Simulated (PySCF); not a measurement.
A PySCF script (with the pyscf-properties extension) for the NMR shieldings of `C=C[C@@](C)(O[BH2-][PH3+])C(=O)[O-]`, [C$_{5}$H$_{11}$BO$_{3}$P]-, on a GFN2-xTB geometry:

```python
import basis_set_exchange as bse
import numpy as np
from pyscf import gto, dft
from pyscf.prop import nmr

atoms = """
C    -2.863750   -0.903568    0.451471
C    -1.557441   -0.916770    0.657096
C    -0.586220    0.175727    0.312972
C    -1.217830    1.571391    0.376173
O     0.514280    0.044067    1.170709
B     1.784882    0.657633    0.872624
P     2.626805   -0.689870   -0.383164
C    -0.215522   -0.142155   -1.173720
O     0.902900   -0.732760   -1.356104
O    -1.001908    0.137470   -2.063986
H    -3.479926   -1.756690    0.691259
H    -3.368311   -0.059833    0.014404
H    -1.076341   -1.789371    1.081532
H    -0.425139    2.314857    0.341914
H    -1.873976    1.710426   -0.479178
H    -1.778360    1.691354    1.302097
H     2.467840    0.630587    1.853114
H     1.785799    1.713759    0.296348
H     3.018068   -0.712863   -1.703878
H     4.023712   -0.924929    0.021250
H     2.311517   -2.001520   -0.128703
"""
names = dict.fromkeys(["C", "O", "B", "P", "H"], "pcSseg-1")
basis = {el: gto.basis.parse(bse.get_basis(n, elements=[el], fmt="nwchem")) for el, n in names.items()}
mol = gto.M(atom=atoms, basis=basis, charge=-1, verbose=0)
mf = dft.RKS(mol, xc="PBE0")
mf.grids.level = 2
mf.grids.alignment = dft.numint.BLKSIZE   # the property module wants whole blocks of grid points
mf.conv_tol = 1e-9
mf.kernel()

calc = nmr.RKS(mf)   # GIAO
C = mf.mo_coeff
Co = C[:, mf.mo_occ > 0]
resp = mf.gen_response(singlet=True, hermi=2)
def vind(x):   # induced exchange potential for any number of trial vectors
    d = np.einsum("pi,xij,qj->xpq", C, 2 * x.reshape(-1, C.shape[1], Co.shape[1]), Co, optimize=True)
    return np.einsum("xpq,pi,qj->xij", resp(d - d.transpose(0, 2, 1)), C, Co, optimize=True).ravel()
mo1, _ = nmr.rhf.solve_mo1(calc, with_cphf=vind)
sigma = calc.kernel(mo1)
for i, s in enumerate(sigma):   # ppm
    print("%2d %-2s %9.2f" % (i, mol.atom_pure_symbol(i), np.trace(s) / 3))
```

Question: Give the expected output.

Answer: 
```
 0 C      75.50
 1 C      21.76
 2 C     104.00
 3 C     162.53
 4 O     269.60
 5 B     116.74
 6 P     543.52
 7 C       7.40
 8 O     -35.39
 9 O     -31.13
10 H      27.05
11 H      26.74
12 H      25.17
13 H      29.78
14 H      29.61
15 H      31.38
16 H      28.74
17 H      28.51
18 H      26.32
19 H      28.16
20 H      27.25
```

These numbers come from an equivalent density-fitted implementation of the same equations, which agrees with the script to about 0.01 ppm for H and up to a few tenths of a ppm for heavy atoms, so last digits may differ.

Size and cost of the density-fitted run: 232 basis functions, 73 s wall time on 1 thread of an Arm Neoverse V1, shared host; peak memory 1.1 GiB.
